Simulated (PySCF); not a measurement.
Electron correlation in P(2+) (phosphorus, charge +2)

[Ne] 3s2 4s1, 2S determinant (an excited configuration). Calculation: PySCF 2.14, in dyall-acv3z; no relativity, point nucleus. Frozen: 1s2; 11 electrons correlated; the 15 highest virtual orbitals of each spin left out.

MP2 pair energies summed by pair of shells (mhartree):

```csv
pair,energy,share (%)
2p-2p,-194.05,55.6
2s-2p,-59.50,17.0
3s-3s,-35.94,10.3
2p-3s,-30.61,8.8
3s-4s,-12.80,3.7
2s-2s,-9.66,2.8
2s-3s,-3.72,1.1
2p-4s,-2.66,0.8
2s-4s,-0.31,0.1
```

Total MP2 correlation energy: -349.24 mhartree.

Same-spin part -87.37 and opposite-spin part -261.87 mhartree; SCS-MP2 scales them by 1/3 and 6/5 to -343.37 mhartree.
